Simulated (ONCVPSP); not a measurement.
# What one change does to a pseudopotential (gold (Au), ONCV)

Au, optimised norm-conserving Vanderbilt (ONCV), made with ONCVPSP 4.0.1 (PW91, scalar-relativistic). Core [Kr] 4d10 4f14, reference 5s2 5p6 5d9 (charge +2). Waves: 5s: rc 1.45 bohr, ncon 4, nbas 7, qcut 10.3 1/bohr, 3 projectors, debl 3.3 Ha; 5p: rc 1.80 bohr, ncon 4, nbas 7, qcut 8.8 1/bohr, 2 projectors, debl 1.7 Ha; 5d: rc 1.60 bohr, ncon 4, nbas 8, qcut 8.8 1/bohr, 1 projector. Local part: polynomial inside 1.25 bohr (lpopt 5, dvloc0 -1 Ha). Core correction: Teter function fitted to the true core (icmod 2), fcfact 0.55.

In the s channel the program set the typed energies aside and used -4.783, 0.050, 3.350 Ha. In the p channel the program set the typed energies aside and used -2.991, 0.250 Ha.

Change: p: qcut 11.6.

Cutoffs: the cutoffs (Ha) at which the residual kinetic energy of the hardest occupied pseudo-wave falls to 1 and 0.1 mHa per electron; they do not see the model core or the augmentation charge, which bear on the density cutoff. Errors are all-electron minus pseudo energies relative to the spin-unpolarised reference configuration.

Problem. Predict the effect on cutoff, ghosts and configuration errors.

Solution. The potential gets neither clearly harder nor softer (34 Ha and 40 Ha → 34 Ha and 40 Ha); the s channel sets the loose cutoff, while the largest relative change is in p, which becomes harder; of the 4 tests that both files solve, the error grows in 1 and shrinks in 0 by more than 15 % and 0.3 meV (median size 5.6 → 6.7 meV); neither file shows a bound ghost.

| quantity | base | changed |
| --- | --- | --- |
| cutoff, loose | 34 Ha | 34 Ha |
| cutoff, tight | 40 Ha | 40 Ha |
| loose cutoff by channel | s 34 Ha, p 16 Ha, d 21 Ha | s 34 Ha, p 32 Ha, d 21 Ha |
| bound ghosts | none | none |
| GHOST(+) flags under 300 eV | none | none |
| error for 5s2 5p6 5d10 6s1, meV [ΔE -30.78 eV] | +9.9 | +9.8 |
| error for 5s2 5p6 5d10, meV [ΔE -21.29 eV] | +5.5 | +5.4 |
| error for 5s2 5p6 5d8, meV [ΔE 33.96 eV] | -4.2 | -4.6 |
| error for 5s2 5p6 5d7, meV [ΔE 81.75 eV] | -5.7 | -8.1 |
| s: phases at 1.47 bohr within 0.05 rad from the reference energy up to (Ha; the scan ends near 5) | to the end of the scan | to the end of the scan |
| p: phases at 1.83 bohr within 0.05 rad from the reference energy up to (Ha; the scan ends near 5) | to the end of the scan | to the end of the scan |
| d: phases at 1.62 bohr within 0.05 rad from the reference energy up to (Ha; the scan ends near 5) | 2.4 | 2.4 |
| rms error of d²Exc/dni dnj with the model core, mHa | 0.69 | 0.54 |
